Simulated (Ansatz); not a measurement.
`N=C(F)[SiH2][GeH3]`. The species carries charge 0 and has multiplicity 1. The structure was optimised at the PBE0-D4/def2-TZVP level. It is one conformer, not always the lowest.

```xyz
11

N     1.992    1.788    0.062
C     0.799    1.444    0.193
F    -0.140    2.319   -0.224
Si    0.021   -0.157    0.862
Ge   -1.194   -1.236   -0.877
H     2.618    1.065    0.405
H     1.149   -0.993    1.349
H    -0.872    0.197    1.994
H    -2.309   -0.314   -1.386
H    -0.247   -1.578   -2.037
H    -1.817   -2.535   -0.342
```

Q: What is the dipole moment at PBE/def2-TZVPP? (Estimate.)

A: Computed: 2.71 D, with components (-0.27, -2.55, 0.87) D in this frame, pointing from negative to positive charge.

Q: And with r2SCAN, B3LYP, ωB97M-V? (Estimate.)

A: The calculation gave: r2SCAN 2.83 D, B3LYP 2.95 D, ωB97M-V 3.00 D.

Q: Give the Mulliken charges with PBE, B3LYP, ωB97M-V in def2-TZVPP. (An estimate is asked.)

A: The calculation gave: 
```tsv
atom	PBE	B3LYP	ωB97M-V
N1	-0.14	-0.16	-0.14
C2	0.07	0.10	0.08
F3	-0.14	-0.19	-0.18
Si4	0.07	0.16	0.11
Ge5	0.04	0.02	-0.08
H6	0.17	0.16	0.13
H7	-0.05	-0.06	-0.01
H8	-0.03	-0.04	0.00
H9	0.01	0.01	0.04
H10	0.01	0.01	0.03
H11	0.00	0.00	0.03
```

B3LYP here is the variant with VWN-RPA as its local correlation; programs differ in this.
